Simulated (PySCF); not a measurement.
Compound: C5H5NSi.
Numbering: `[N:1]#[C:2][CH:3]=[C:4]=[C:5]=[CH:6][SiH3:7]` (hydrogens: H8 on C3; H9 on C6; H10, H11, H12 on Si7)

Computed by this run: PySCF, PBE0-D3(BJ)/def2-SVP geometry optimisation, gas phase; density fitting, grid level 2; the optimiser is geomeTRIC in internal coordinates, started from a GFN2-xTB structure.

Step 0: E = -14611.7848 eV
```
atom  x, y, z in Å  |  force x, y, z in eV/Å
N1      3.1183    2.3090    1.0466    0.363   1.401   0.750
C2      2.8814    1.3195    0.5140   -0.098  -0.556  -0.293
C3      2.5963    0.1096   -0.1372   -0.178  -0.264  -0.128
C4      1.3498   -0.3143   -0.2711    0.829   0.133   0.002
C5      0.1624   -0.7009   -0.3963   -0.618  -0.183  -0.046
C6     -1.0995   -1.0428   -0.4936   -0.543   0.356   0.246
Si7    -2.5130    0.0085    0.1918    0.583  -0.494  -0.301
H8      3.4408   -0.4510   -0.5199    0.332  -0.318  -0.207
H9     -1.3475   -1.9688   -0.9978   -0.116  -0.505  -0.282
H10    -1.9612    1.0910    0.9993    0.192   0.451   0.315
H11    -3.2693    0.5225   -0.9529   -0.359   0.233  -0.368
H12    -3.3573   -0.8829    0.9911   -0.388  -0.255   0.312
```

Task: Estimate the geometry and energy of step 1. (The exact step hangs on the optimiser's Hessian estimate; all steps are aligned on step 0, rigid shifts and turns removed.)

Result: E = -14611.8604 eV, largest force 0.142 eV/Å
```
atom  x, y, z in Å  |  force x, y, z in eV/Å
N1      3.2058    2.3346    1.0621    0.035   0.032   0.020
C2      2.9325    1.3409    0.5291   -0.052  -0.031  -0.012
C3      2.6094    0.1197   -0.1302    0.125  -0.051  -0.044
C4      1.3600   -0.3084   -0.2702   -0.075   0.053   0.044
C5      0.1542   -0.6890   -0.3903   -0.001  -0.021  -0.018
C6     -1.1111   -1.0505   -0.5004   -0.051  -0.109  -0.058
Si7    -2.5306   -0.0204    0.1776   -0.026   0.070   0.034
H8      3.4513   -0.4635   -0.5286   -0.037   0.032   0.021
H9     -1.3380   -1.9944   -1.0213    0.036   0.063   0.030
H10    -1.9715    1.0992    0.9862   -0.011  -0.011  -0.011
H11    -3.3454    0.5166   -0.9556    0.026  -0.020   0.000
H12    -3.4155   -0.8856    1.0156    0.032  -0.007  -0.005
```

The energy changes by -0.0756 eV. The first-order estimate −F·Δx gives -0.1573 eV and the mean of the old and new forces, exact on a quadratic surface, -0.0755 eV. The step makes an angle of 68° with the force vector and moves no atom by more than 0.093 Å.

The cost below is that of the whole optimisation. Hardware: an Arm Neoverse N1 with one thread (shared host). Cost: 57 s of wall time, 0.61 GiB resident at most.
